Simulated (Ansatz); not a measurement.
C₅H₆O₃, SMILES `C#CCOC(=O)OC`, relaxed with RKS PBE0-D4/def2-TZVP in Ansatz from a GFN2-xTB geometry. The force threshold is 0.005 eV/Å; the program also tests the step.

Charge 0, multiplicity 1.

Start:

```xyz
14

C     3.026   -0.271   -1.190
C     2.405   -0.358   -0.172
C     1.598   -0.472    1.029
O     0.259   -0.887    0.736
C    -0.567    0.066    0.303
O    -0.302    1.228    0.191
O    -1.749   -0.494    0.046
C    -2.766    0.376   -0.436
H     3.589   -0.186   -2.071
H     1.579    0.496    1.546
H     2.000   -1.248    1.687
H    -2.660    1.367    0.008
H    -3.714   -0.075   -0.153
H    -2.698    0.460   -1.522
```

Q: By how much does the energy fall, and how many steps does the optimiser take? (Estimate.)

A: Ansatz gave: 3.29 kJ/mol, in 17 steps, 3 of them rejected.

Q: Which bonds change most? (Estimate.)

A: Computed: C1–H9 from 1.049 to 1.064 Å; C5–O7 from 1.333 to 1.326 Å; C3–O4 from 1.433 to 1.427 Å; C3–H10 from 1.098 to 1.092 Å.

Q: Give the relaxed structure. (Best estimate.)

A: The calculation gave: 
```xyz
14

C     3.066   -0.396   -1.213
C     2.393   -0.395   -0.221
C     1.590   -0.400    0.990
O     0.259   -0.856    0.752
C    -0.586    0.081    0.312
O    -0.336    1.246    0.170
O    -1.751   -0.505    0.075
C    -2.770    0.374   -0.391
H     3.660   -0.391   -2.097
H     1.565    0.601    1.427
H     2.005   -1.100    1.716
H    -2.978    1.147    0.349
H    -3.647   -0.251   -0.544
H    -2.470    0.846   -1.327
```
